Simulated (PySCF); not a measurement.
**Relaxation of triplet ReF₅**

Method: UPBE0 in PySCF with Re def2-SVP with ECP60, F def2-SVP; scalar-relativistic core potentials, no spin–orbit coupling; density-fitted integrals. A (50,194) grid was used.

A hand-made square pyramidal start, of C4v symmetry, held to at least that symmetry:

```xyz
6
charge 0 multiplicity 3, angstrom
Re    0.0000    0.0000   -0.0221
F     0.0000    0.0000    1.9279
F     1.9074    0.0000   -0.4275
F     0.0000    1.9074   -0.4275
F    -1.9074    0.0000   -0.4275
F     0.0000   -1.9074   -0.4275
```

(1) What does it relax to?

(2) How much energy is released, and in how many steps?

## Answers

(1) It ends at C4v with Re–F 1.842 Å, Re–F 1.854 Å (×4); F–Re–F 89.6° (×4), F–Re–F 95.1° (×4), F–Re–F 169.8° (×2). A frequency run shows 2 imaginary modes (one degenerate set), down to 74i cm⁻¹, so it is a higher-order saddle point. Other isomers or separated fragments may lie lower.

(2) 95.5 kJ/mol in 5 steps.

Other spin states or occupations of the open shell can lie lower. No spin–orbit coupling is included, which matters more the heavier the element.

The relaxation took about 5 core-minutes on a shared host.
